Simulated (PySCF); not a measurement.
Sn(F)(Cl)(Et)2, C4H10ClFSn, SMILES C[CH2][Sn]([F])([Cl])[CH2]C at its GFN2-xTB optimised geometry (Å):

```
17

C      2.0534     0.9992    -0.9840
C      1.5079    -0.0004     0.0000
Sn    -0.7785    -0.0004     0.0000
F     -1.1458    -0.5774    -1.9130
Cl    -1.5145     2.2253     0.0000
C     -2.3314    -1.2449     1.1193
C     -2.7702    -0.6135     2.4146
H      1.7112     0.7774    -1.9923
H      3.1435     0.9582    -0.9765
H      1.7491     2.0124    -0.7292
H      1.7984     0.2221     1.0238
H      1.7851    -1.0196    -0.2549
H     -3.1435    -1.3159     0.3990
H     -1.8857    -2.2253     1.2660
H     -3.5698    -1.2129     2.8522
H     -1.9556    -0.5633     3.1336
H     -3.1539     0.3914     2.2529
```

Level of theory: PySCF 2.14.0 with CAM-B3LYP/def2-SVP, def2 effective core potentials past Kr. The core electrons that the potentials of Sn replace are not part of the density. Cells within 0.4 Å of a nucleus heavier than hydrogen are left out (blank, or x).

Map of the Laplacian of the electron density (e/bohr⁵), clipped to [-1.50, 1.50] on the plane z = 0.0 Å:

```
|5555555555555555555555555555555|
|5555555555555555555555555555555|
|5555555555555555555555555555555|
|5555555555555555555555555555555|
|5555555555555555555555555555555|
|5555555555555555555555555555555|
|5555555555555555555555555555555|
|5555555555434555555555555555555|
|55555555549x7455555555555555555|
|5555555552xx9455555555555555555|
|55555555549x5555555555555555555|
|5555555555434555555555555555555|
|5555555555555555555555555555555|
|5555555555569995555555555555555|
|5555555555590x99544x45555555555|
|555555555559xx09547xx5555555555|
|5555555555591x99544x35555555555|
|5555555555569995555325555555555|
|5555555555555555555435555555555|
|5555555555555555555555555555555|
|5555555555555555555555555555555|
|5555555555555555555555555555555|
|5555555555555555555555555555555|
|5555555555555555555555555555555|
|5555555555555555555555555555555|
|5555555555555555555555555555555|
|5555555555555555555555555555555|
|5555555555555555555555555555555|
|5555555555555555555555555555555|
|5555555555555555555555555555555|
|5555555555555555555555555555555|
```
Scale: ten equal steps from -1.50 (start of '0') to 1.50 (end of '9'), in the order '0123456789'; x runs from -5.50 to 5.50, y from -5.50 (bottom) to 5.50 (top).
